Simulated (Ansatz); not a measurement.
How methods differ on AlCl2F (SMILES [F][Al]([Cl])[Cl])

The species is AlCl2F (4 atoms), meant as a singlet with charge 0. SMILES: `[F][Al]([Cl])[Cl]`. The coordinates come from a PBE0-D4/def2-TZVP relaxation.

```xyz
4

F     0.0874    0.3882    1.6824
Al    0.0048    0.0215    0.0936
Cl    1.2230   -1.4637   -0.6634
Cl   -1.3153    1.0539   -1.1125
```

Each level gives the energy change with the F1–Al2 bond stretched from 1.633 to 2.449 Å (eV). The values are calculated.

| level | kind | program | value (eV) | less FCI/STO-3G | CPU time (all runs) |
| --- | --- | --- | --- | --- | --- |
| HF/STO-3G (restricted) | Hartree–Fock | Ansatz | 5.66 | +1.91 | 0.51 s |
| SVWN5/STO-3G (restricted) | LDA | Ansatz | 4.54 | +0.79 | 2.4 s |
| r2SCAN0/STO-3G (restricted) | hybrid meta-GGA | Ansatz | 4.80 | +1.05 | 8.9 s |
| wB97X/STO-3G (restricted) | range-separated hybrid | Ansatz | 4.82 | +1.07 | 15 s |
| RPA@PBE/STO-3G (restricted) | RPA | Ansatz | 3.75 | 0.00 | 5.7 s |
| MP2/STO-3G (restricted) | perturbation theory | Ansatz | 4.73 | +0.98 | 0.74 s |
| CCSD(T)/STO-3G (restricted) | coupled cluster or CI | Ansatz | 3.76 | +0.01 | 0.78 s |
| CCSD/STO-3G (restricted) | coupled cluster or CI | Ansatz | 3.74 | -0.01 | 0.77 s |
| FCI/STO-3G | exact in the basis | Ansatz | 3.75 | 0.00 | 27 s |

FCI/STO-3G is exact within its basis and frozen core, so for wave-function methods in that basis the difference is their error; functionals converge differently with the basis, so for them it is only a difference. A spin-restricted reference rises too steeply as a bond breaks; here HF/STO-3G, SVWN5/STO-3G, r2SCAN0/STO-3G, wB97X/STO-3G, MP2/STO-3G lie well above the multireference or unrestricted value. The first shape isn't each level's own minimum. The values span 3.74 to 5.66 eV. All rows use very small basis sets, so none should be taken for the real molecule's value. In so small a basis fixed costs decide the times, and correlated methods can beat functionals. Times are those of the runs behind each value, whatever else they computed, on shared processors of several kinds: orders of magnitude only.
